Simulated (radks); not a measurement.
The numbers below are computed, except where a source is named.
Species: the krypton ion Kr+. Configuration: [Ar] 3d10 4s2 4p5. Level of theory: scalar-relativistic Kohn-Sham, LDA (Slater exchange, Perdew-Wang correlation), spin-unpolarised, spherical densities, point nucleus (a radial shooting solver on a logarithmic mesh with Libxc functionals).

Local quantities along the radius. ELF = 1/(1 + alpha^2) is the electron localisation function; alpha = (tau - tau_W)/tau_unif compares the Pauli kinetic energy density with that of the uniform gas; s = |grad rho|/(2 (3 pi^2)^(1/3) rho^(4/3)) is the reduced gradient; -r V(r) is the screened charge that the Kohn-Sham potential presents (atomic units); r v_xc is r times the local exchange-correlation potential (hartree bohr). tau is taken from the large components.

r (bohr)    ELF    alpha       s  -r V(r)    r v_xc
0.001394  1.000  0.01980  0.5965    35.79  -0.04581
0.001597  1.000  0.01974  0.5698    35.76  -0.05207
0.001815  1.000  0.01979  0.5483    35.72  -0.05869
0.00208   1.000  0.01994  0.5290    35.68  -0.06661
0.002383  1.000  0.02022  0.5128    35.63  -0.07552
0.002708  1.000  0.02061  0.5002    35.58  -0.08491
0.003103  1.000  0.02117  0.4895    35.52  -0.09607
0.003526  1.000  0.02187  0.4817    35.45   -0.1078
0.00404   0.999  0.02281  0.4756    35.37   -0.1216
0.004629  0.999  0.02402  0.4718    35.28   -0.1369
0.005261  0.999  0.02545  0.4702    35.18   -0.1528
0.006027  0.999  0.02736  0.4707    35.06   -0.1714
0.006905  0.999  0.02977  0.4734    34.93   -0.1916
0.007848  0.999  0.03266  0.4780    34.78   -0.2124
0.008991  0.999  0.03657  0.4853    34.60   -0.2360
0.0103    0.998  0.04169  0.4953    34.40   -0.2613
0.01171   0.998  0.04801  0.5074    34.19   -0.2864
0.01341   0.997  0.05699  0.5233    33.93   -0.3141
0.01524   0.995  0.06852  0.5416    33.66   -0.3409
0.01747   0.993  0.08558  0.5648    33.34   -0.3696
0.02001   0.988   0.1102  0.5923    32.98   -0.3979
0.02274   0.980   0.1441  0.6220    32.60   -0.4234
0.02606   0.962   0.1980  0.6572    32.16   -0.4486
0.02985   0.927   0.2812  0.6942    31.66   -0.4712
0.03393   0.861   0.4012  0.7266    31.15   -0.4895
0.03887   0.740   0.5934  0.7499    30.55   -0.5060
0.04453   0.571   0.8665  0.7472    29.90   -0.5206
0.05062   0.420    1.175  0.7048    29.22   -0.5350
0.05799   0.321    1.454  0.6087    28.45   -0.5547
0.06591   0.300    1.529  0.4867    27.66   -0.5814
0.07551   0.351    1.360  0.3680    26.75   -0.6208
0.08651   0.470    1.062  0.3005    25.78   -0.6708
0.09832   0.606   0.8069  0.2917    24.80   -0.7232
0.1126    0.719   0.6247  0.3265    23.70   -0.7777
0.1291    0.777   0.5351  0.3901    22.54   -0.8237
0.1467    0.781   0.5294  0.4653    21.39   -0.8534
0.168     0.720   0.6235  0.5498    20.13   -0.8675
0.191     0.579   0.8519  0.6115    18.90   -0.8660
0.2188    0.381    1.275  0.6094    17.55   -0.8586
0.2507    0.264    1.671  0.4906    16.17   -0.8641
0.2849    0.278    1.613  0.3234    14.86   -0.8976
0.3264    0.417    1.181  0.2186    13.46   -0.9640
0.374     0.606   0.8056  0.2248    12.06    -1.043
0.4251    0.725   0.6155  0.2907    10.79    -1.107
0.487     0.775   0.5387  0.3905    9.498    -1.146
0.5579    0.766   0.5534  0.5103    8.320    -1.146
0.6341    0.699   0.6564  0.6395    7.326    -1.111
0.7265    0.544   0.9154  0.7805    6.389    -1.044
0.8257    0.347    1.373  0.8663    5.607   -0.9717
0.946     0.213    1.925  0.8115    4.874   -0.9107
1.084     0.222    1.870  0.6185    4.239   -0.8900
1.232     0.383    1.270  0.4890    3.723   -0.9049
1.411     0.639   0.7524  0.4952    3.246   -0.9321
1.617     0.785   0.5229  0.6025    2.834   -0.9456
1.838     0.821   0.4666  0.7605    2.506   -0.9335
2.105     0.797   0.5042  0.9889    2.220   -0.8907
2.412     0.717   0.6281   1.308    1.991   -0.8195
2.741     0.579   0.8521   1.744    1.816   -0.7318
3.141     0.375    1.292   2.452    1.659   -0.6239
3.57      0.187    2.087   3.519    1.529   -0.5157
4.09      0.063    3.843   5.438    1.405   -0.4014
4.686     0.016    7.965   8.934    1.296   -0.2949
5.325     0.003    17.91   15.20    1.208   -0.2074
6.101     0.000    49.32   28.88    1.132   -0.1320

On this mesh the ELF has minima near r = 0.066, 0.25, 0.95 bohr, which separate the shells, and maxima near 0.15 (0.78), 0.49 (0.78), 1.8 (0.82).
